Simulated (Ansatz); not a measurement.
`[CH3][GeH2][B](O)O` + H₂O → `OB(O)O` + `[CH3][GeH3]`  (formal hydrolysis of a B–Ge bond)

Calculated with Ansatz (gas phase, PBE0-D4/def2-TZVP geometries, no zero-point term in ΔE). CCSD(T)/CBS adds triple-zeta CCSD(T) − MP2 to the extrapolated MP2 energy (def2 sets, frozen cores). This one scheme is used for every species. Functionals use def2-TZVPP. For Ge outer-core shells are correlated without core-valence functions, which leaves a few kJ/mol of doubt a bond. Scalar relativity is left out up to krypton. Each species was taken in one conformer, which may not be the lowest.

```json
{"species": "`[CH3][GeH2][B](O)O`", "ωB97M-V energy (Eh)": "-2294.61434"}
{"species": "H₂O", "ωB97M-V energy (Eh)": "-76.43342"}
{"species": "`OB(O)O`", "ωB97M-V energy (Eh)": "-252.53672"}
{"species": "`[CH3][GeH3]`", "ωB97M-V energy (Eh)": "-2118.56722"}
```

Task: Work out ΔE.

Result: ΔE = (-252.53672) + (-2118.56722) − (-2294.61434) − (-76.43342) = -0.05618 Eh = -1.53 eV. CCSD(T)/CBS gives -1.44 eV.

Largest T1 diagnostic among the species: 0.012.

From PBE to PBE0 (25 % exact exchange), in def2-TZVPP and without D4, ΔE moves by −0.10 eV. In def2-TZVPP, CCSD(T) changes the Hartree–Fock value by +0.37 eV (the triples alone add +0.05 eV) and MP2 by +0.38 eV. The D4 term adds +0.06 eV with B3LYP and +0.04 eV with PBE0; it sums over pairs of atoms, weighted by their polarisabilities, and B3LYP, whose exchange is more repulsive, gets the larger term.

B3LYP here is the variant with VWN-RPA as its local correlation; programs differ in this.
